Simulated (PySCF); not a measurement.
lithium hydride (HLi), singlet, at a GFN2-xTB geometry (such geometries of metal compounds can be far from the true shape). Base run: B3LYP/6-31G* (PySCF).

The PySCF input:
```python
from pyscf import gto, scf, dft

mol = gto.M(
    atom='''
Li   -0.000000   -0.000000   -0.343562
H     0.000000    0.000000    1.030685
''',
    basis='6-31g*',
    charge=0,
    spin=0,
    verbose=4,
)

mf = dft.RKS(mol)
mf.xc = 'b3lyp'
mf.kernel()
```

Variants of this job, named by their change:

```
change                                     ΔE vs base (µEh)  grid points  electrons on the grid
-----------------------------------------  ----------------  -----------  ---------------------
base                                                    0.0        23536                3.99999
grids.atom_grid = (99, 590)                            -3.0        63592                4.00000
grids.radi_method = delley                             -1.0        22744                4.00000
small_rho_cutoff = 0                                    0.0        23536                3.99999
grids.level = 5                                        -3.0        65120                4.00000
grids.prune = off                                      -3.1        37752                4.00000
grids.radi_method = gauss_chebyshev                    -1.4        21808                4.00000
grids.prune = dft.gen_grid.treutler_prune              -4.0        20656                4.00001
grids.atom_grid = (150, 974)                           -3.1       157920                4.00000
grids.level = 1                                       -16.2         7560                4.00003
grids.level = 2                                        -0.3        16224                4.00000
```
